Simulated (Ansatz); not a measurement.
Ansatz results at the PBE0-D4/def2-TZVP geometry: LUMO energy (ωB97M-V/def2-TZVPP) -0.39 eV; size of the dipole moment (PBE/def2-TZVPP) 0.01 D; HOMO–LUMO gap (ωB97M-V/def2-TZVPP) 10.92 eV.

(1) Which molecule gave them?
A. `[CH3][MgH]`
B. `C[CH2][Mg][NH2]`
C. `[Cl][Mg][Br]`
D. `[Cl][Mg][Cl]`

Answers

(1) D. The others give `[Cl][Mg][Br]`: -0.41, 0.19, 10.35; `[CH3][MgH]`: 0.76, 0.51, 9.74; `C[CH2][Mg][NH2]`: 0.48, 0.24, 9.03.
